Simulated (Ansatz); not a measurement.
H7NOSi2Zn (`[OH][Zn][N]([SiH3])[SiH3]`), relaxed with RKS PBE-D4/def2-SVP in Ansatz 0.2.0 from a rough embedded geometry. The force threshold is 0.03 eV/Å; the program also tests the step.

The species carries charge 0 and has multiplicity 1.

Start:

```xyz
12

O    -2.370    1.326   -0.328
Zn   -2.147    0.128    0.664
N    -0.167   -0.683    0.663
Si    0.259   -1.303   -0.853
Si    1.032    0.592    1.116
H    -1.668    1.672   -0.940
H     0.199   -0.224   -1.884
H     1.607   -1.870   -0.861
H    -0.731   -2.391   -1.305
H     0.684    1.105    2.447
H     0.944    1.647    0.116
H     2.359    0.000    1.164
```

Q: By how much does the energy fall, and how many steps does the optimiser take? (An estimate is asked.)

A: Computed: 261.56 kJ/mol, in 25 steps, 1 of them rejected.

Q: Which bonds change most? (Estimate.)

A: Computed: Zn2–N3 from 2.140 to 1.836 Å; O1–Zn2 from 1.571 to 1.779 Å; N3–Si4 from 1.692 to 1.753 Å; Si5–H12 from 1.454 to 1.509 Å.

Q: Give the relaxed structure. (Best estimate.)

A: Ansatz gave: 
```xyz
12

O    -3.326    1.028    0.293
Zn   -1.625    0.544    0.105
N     0.101   -0.080    0.037
Si    0.473   -1.366   -1.096
Si    1.294    0.669    1.080
H    -3.559    1.764   -0.303
H     1.422   -0.928   -2.185
H     1.094   -2.559   -0.410
H    -0.815   -1.803   -1.751
H     0.587    1.670    1.961
H     2.365    1.404    0.308
H     1.988   -0.342    1.960
```
